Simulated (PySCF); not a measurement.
# Assignment exercise: C₅H₆F₂OSi

Bonds (- single, = double, # triple, : aromatic): C1#C2 1.202 Å, C2-C3 1.405 Å, C3=C4 1.342 Å, C4-O5 1.331 Å, O5-Si6 1.643 Å, C4-C7 1.509 Å, C7-F8 1.358 Å, C7-F9 1.358 Å. C1 carries H10; C3 carries H11; Si6 carries H12, H13, H14; C7 carries H15. Stereochemistry as in C#C/C=C(/O[SiH3])C(F)F.

Computed data (PySCF 2.14.0 with density-fitted response routines): GIAO PBE0/pcSseg-1 shieldings, GFN2-xTB geometry. Relativity neglected, no solvent model, one conformer, fast rotation and ring inversion assumed for equivalent nuclei.

δ = σ(ref) − σ, references computed at the same level: TMS for 13C (σref 186.93), 1H (σref 31.72).

Q: Assign these signals to the numbered atoms. 13C{1H} NMR (computed): δ 165.0, 117.0, 102.2, 94.8, 81.7.

A: 
| δ (ppm) | atoms | environment | reason |
| --- | --- | --- | --- |
| 165.0 | C4 | alkene carbon bearing oxygen | an sp2 carbon further deshielded by the attached heteroatom |
| 117.0 | C7 | allylic sp3 CH bonded to 2 F | 2 electronegative neighbours deshield it |
| 102.2 | C3 | β carbon of an enol-ether or enamine type C=C | the O or N lone pair pushes π density onto this β carbon and shields it |
| 94.8 | C1 | terminal alkyne carbon | sp carbons lie upfield of alkene carbons because the cylindrical π system leaves one tensor component strongly shielded |
| 81.7 | C2 | alkyne carbon | the triple bond shields along its axis, which puts it between sp3 and sp2 carbons |

Q: Assign these signals to the numbered atoms. 1H NMR (400 MHz, computed): δ 7.35 (m, 1H), 5.54 (m, 1H), 5.17 (s, 3H), 3.05 (d, 1H).

A: 
| δ (ppm) | atoms | environment | reason |
| --- | --- | --- | --- |
| 7.35 | H15 | hydrogen on an allylic sp3 CH bonded to 2 F | its carbon carries F, hence the downfield position |
| 5.54 | H11 | hydrogen on a β carbon of an enol-ether or enamine type C=C | a vinylic proton, deshielded by the sp2 carbon and the C=C anisotropy |
| 5.17 | H12/H13/H14 | hydrogen on a silicon bonded to O | – |
| 3.05 | H10 | hydrogen on a terminal alkyne carbon | it lies on the axis of the triple bond, in its shielding cone |

Splittings by 19F in the carbon and heteronuclear signals aren't shown, as no couplings were computed. Shifts are as computed. Against solution values, carbons near 30 ppm lie about +3 ppm off and those near 130 ppm about +5 ppm. Of 1211 compounds with measured shifts, 218 miss one by over three times the rms of a fit or turn the order of signals round; such compounds aren't used in these exercises. No couplings were computed; multiplicities are counted from neighbouring protons, with m where these are inequivalent, close in shift, in a saturated or five-membered ring or joined by F or P, and br s for small geminal =CH2 splittings.
